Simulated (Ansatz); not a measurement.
CH6NOSi, SMILES `CO[SiH]N` radical: the same geometry under several functionals.

```yaml
crystal:
  periodic: [false, false, false]
  atoms:
    - {symbol: C, position_ang: [0.367313, -1.411645, 0.650291]}
    - {symbol: O, position_ang: [-0.418075, -0.332780, 1.116792]}
    - {symbol: Si, position_ang: [-0.342336, 1.188701, 0.505693]}
    - {symbol: N, position_ang: [-0.620588, 1.156981, -1.193995]}
    - {symbol: H, position_ang: [1.415667, -1.287070, 0.943137]}
    - {symbol: H, position_ang: [-0.012954, -2.331029, 1.099443]}
    - {symbol: H, position_ang: [0.316778, -1.500468, -0.439443]}
    - {symbol: H, position_ang: [1.030930, 1.778777, 0.645218]}
    - {symbol: H, position_ang: [-0.230423, 1.891657, -1.764347]}
    - {symbol: H, position_ang: [-1.506311, 0.846897, -1.562809]}
basis:
  gaussian: {orbitals: def2-TZVPP}
magnetization: {spin_polarized: true, initial_magnetization: 1}
hamiltonian: {xc: pbe0, dispersion: d4}
output: {orbitals: {seedname: orbitals}}
```

```sh
$ ansatz run in.yaml --threads 2 --pin off --events-out ev --progress --plain --max-ram 22528MiB --backend cpu
```

It prints (some lines left out):

```
Functional definition: PBE0
1131 factors; their error is unknown
mean field evaluation 1: about -12532.9093 eV, gradient 5.3e1 eV
mean field evaluation 2: about -12516.8513 eV, gradient 7.9e1 eV
mean field evaluation 4: about -12543.2765 eV, gradient 3.5e0 eV
mean field evaluation 8: about -12543.3299 eV, gradient 1.4e-1 eV
mean field evaluation 16: about -12543.3484 eV, gradient 1.6e-4 eV
mean field -12543.34840347 eV, -460.9595516407 hartree, gradient 1.5e-5 eV, S^2 0.752403; 0 other end points of the search recorded, 0 dependent functions left out
reference -12543.34843553 eV, -460.9595528188 hartree; 21, 20 occupied and 198, 199 virtual orbitals, 1131 factors
Total energy: -12543.50250536 eV, -460.9652147808 hartree
```

It took 4.7 s on 2 threads of an AMD EPYC 7R13 on a shared host, with 0.65 GiB of host memory at the peak.

With the line `hamiltonian: {xc: pbe, dispersion: d4}` and forces (abridged; 3.7 s):

```
Functional definition: PBE
mean field evaluation 16: about -12542.2898 eV, gradient 3.6e-4 eV
mean field -12542.28982820 eV, -460.9206497170 hartree, gradient 1.7e-5 eV, S^2 0.751878
Total energy: -12542.47367153 eV, -460.9274058348 hartree
Atom 0 force     0.137913    -0.211052    -0.078695 eV/Å
Atom 1 force    -0.318553    -0.065980     0.375329 eV/Å
Atom 2 force    -0.122398     0.433048     0.228979 eV/Å
Atom 3 force     0.137823    -0.146415    -0.061604 eV/Å
Atom 4 force     0.234079     0.007629     0.053153 eV/Å
Atom 5 force    -0.067605    -0.209910     0.087639 eV/Å
Atom 6 force     0.005134    -0.040993    -0.237720 eV/Å
Atom 7 force     0.175652     0.074024    -0.008282 eV/Å
Atom 8 force     0.120436     0.257823    -0.219090 eV/Å
Atom 9 force    -0.302481    -0.098172    -0.139709 eV/Å
Dipole moment:     0.017860    -0.022030    -0.413014 e Å
```
